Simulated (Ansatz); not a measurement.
Ideal-gas functions of `[Br][SnH2]` radical at 298.15 K and 1 bar, from an Ansatz frequency run at PBE0-D4/def2-TZVP.

Molar mass 200.63 g/mol, point group Cs (symmetry number 1), electronic degeneracy 2, moments of inertia 5.525, 302.525, 305.153 u Å². Harmonic wavenumbers (cm⁻¹, unscaled): 252, 462, 540, 680, 1830, 1878.

Use S(trans) = R[1.5 ln M + 2.5 ln T − 1.1517]; rotational temperatures θ = 24.2544 K / I; S(rot) = R[ln(√π/σ · √(T³/θAθBθC)) + 1.5]; for each mode x = 1.438777 ν̃/T, S = R[x/(eˣ − 1) − ln(1 − e⁻ˣ)] and H = RT x/(eˣ − 1); 1 cm⁻¹ = 0.0119627 kJ/mol; R = 8.31446 J/(mol·K).

Task: By hand: the entropy, in J/(mol·K).

Result: Translation 175.0. Rotation: θ = 4.3899, 0.0802, 0.0795 K, giving 103.2. Vibration, mode by mode: 7.18, 3.18, 2.37, 1.38, 0.01, 0.01, in all 14.1. Electronic 5.8. Sum 298.1 J/(mol·K).

Task: By hand: H − E and G − E in kJ/mol, counted from the electronic energy.

Result: Zero-point energy ½ × 5642 × 0.0119627 = 33.7; thermal vibration 2.8; translation, rotation and pV give 4 RT = 9.9. H − E = 46.4 kJ/mol, and G − E = 46.4 − 298.15 × 298.1/1000 = -42.5 kJ/mol.

Vibration gives 5 % of the entropy.
